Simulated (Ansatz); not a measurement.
This geometry of BFH3N + H2O (9 atoms, charge 0, multiplicity 1) is a first-order saddle point.

Theory: RKS PBE-D4/def2-SVP in Ansatz 0.2.0.

```xyz
9
Properties=species:S:1:pos:R:3
B -0.052 0.220 0.260
N -0.010 0.062 1.821
H -0.727 -0.536 2.244
H 0.912 -0.200 2.191
F 1.160 -0.016 -0.340
H -1.047 -0.261 -0.281
O -0.243 1.836 0.417
H -1.139 2.096 0.131
H -0.250 1.400 1.500
```

Problem. Which two structures does it join? (They come from a converged band through this point; their orientation in space is the band's.)

Solution. Bonds broken: O7–H9. Bonds formed: B1–O7, N2–H9. BFH3N + H2O becomes BFH5NO.

Image 0:

```xyz
9
Properties=species:S:1:pos:R:3
B 0.072 -0.299 0.285
N 0.078 -0.309 1.699
H -0.758 -0.516 2.245
H 0.943 -0.287 2.243
F 1.233 -0.206 -0.381
H -0.971 -0.433 -0.329
O -0.390 2.496 0.605
H -1.307 2.365 0.300
H -0.297 1.788 1.276
```

Image 10:

```xyz
9
Properties=species:S:1:pos:R:3
B -0.199 0.479 0.226
N 0.100 0.119 1.835
H -0.777 -0.052 2.346
H 0.711 -0.702 1.928
F 1.085 0.424 -0.345
H -0.938 -0.438 -0.173
O -0.761 1.788 0.349
H -1.186 2.046 -0.484
H 0.568 0.935 2.260
```

Problem. How far does it lie above each of them?

Solution. 24.4 kJ/mol above the first and 87.9 kJ/mol above the second. This is the barrier of this one path; another mechanism may lie lower. The orbitals stay closed-shell, which can raise the energy where a bond breaks towards radicals; this wasn't checked here.

Run time: 7.1 min on 1 thread of Arm Neoverse N1, on a shared host, peak memory 0.11 GiB.
